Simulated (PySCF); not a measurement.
CH₆AlFSi. Atoms are numbered in the order given.

```xyz
10

Al     0.3082    -0.3256     0.2785
F      1.8067    -0.7105    -0.3656
C     -0.1337    -1.1144     1.9987
H     -0.1104    -2.2169     1.9391
H     -1.1259    -0.8202     2.3766
H      0.6141    -0.8320     2.7607
Si    -1.0555     1.1856    -1.0868
H     -2.4184     1.3929    -0.4994
H     -1.2366     0.6579    -2.4777
H     -0.4103     2.5336    -1.2074
```
Charge 0, spin multiplicity 1.

Coordinates come from a r2SCAN-D4/def2-SVP optimisation. The geometry has at least one imaginary mode, so it is a saddle point at that level. The structure was generated by enumeration; whether it is a known compound was not checked.

Method: IEF-PCM-PBE0/def2-SVP run with PySCF.

The values are the electrostatic part of the solvation free energy, E(continuum) − E(gas) at the gas-phase geometry, in a cavity of scaled van der Waals radii (PySCF's table); cavitation and dispersion terms are not included. A continuum can't describe solvent molecules that bind to the metal. In vacuum the orbital gap is 6.26 eV. The dipole moment in vacuum is 1.77 D.

```json
[
 {"solvent": "water", "ε": "78.36", "ΔG(elec) (kcal/mol)": "-5.7", "dipole (D)": "2.15", "gap (eV)": "6.52"},
 {"solvent": "1-octanol", "ε": "9.86", "ΔG(elec) (kcal/mol)": "-4.9", "dipole (D)": "2.10", "gap (eV)": "6.47"},
 {"solvent": "ethylethanoate", "ε": "5.99", "ΔG(elec) (kcal/mol)": "?", "dipole (D)": "?", "gap (eV)": "?"}
]
```

Problem. Fill in the missing entries. (An estimate is asked for; the answer gives what the named calculation found.)

Solution. 
- ethylethanoate, ΔG(elec) (kcal/mol): -4.3
- ethylethanoate, dipole (D): 2.06
- ethylethanoate, gap (eV): 6.45
